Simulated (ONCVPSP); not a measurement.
## u(r) = r·R(r): atom against pseudo-atom (iron)

Columns: radius, all-electron u(r) and pseudo u(r) of the 3s shell (level -102.54 eV) of iron in the configuration [Ne] 3s2 3p6 3d6 4s1; PBE, scalar-relativistic, ONCV scheme, ONCVPSP 4.0.1.

```
r (bohr)  all-electron  pseudo
   0.057        0.2035  0.0559
   0.115       -0.3880  0.1231
   0.172       -0.6517  0.2074
   0.230       -0.5574  0.3159
   0.288       -0.2526  0.4465
   0.345        0.1142  0.5904
   0.402        0.4644  0.7401
   0.460        0.7614  0.8863
   0.518        0.9830  1.0146
   0.575        1.1282  1.1139
   0.632        1.2101  1.1806
   0.690        1.2401  1.2128
   0.747        1.2295  1.2109
   0.805        1.1891  1.1792
   0.862        1.1296  1.1255
   0.920        1.0564  1.0551
   0.977        0.9776  0.9773
   1.035        0.8949  0.8948
   1.092        0.8142  0.8141
   1.150        0.7347  0.7346
   1.208        0.6593  0.6592
   1.265        0.5901  0.5900
   1.322        0.5262  0.5261
   1.380        0.4665  0.4665
   1.438        0.4125  0.4124
   1.495        0.3646  0.3645
```

Task: How many radial nodes do the two functions have?

Result: The all-electron 3s function has n − l − 1 = 2; the pseudo-wave has 0, since the states of the same l below it are removed with the core.

Task: At about which radius was the pseudo-wave matched?

Result: 1.15 bohr. The columns agree to 0.0005 from 0.98 bohr on; several derivatives are matched, so the curves merge somewhat inside the radius.

Task: Is the pseudo-wave norm-conserving?

Result: Yes: the ONCV scheme keeps the norm inside the radius equal to the all-electron one, which fixes the energy derivative of the logarithmic derivative at the level.
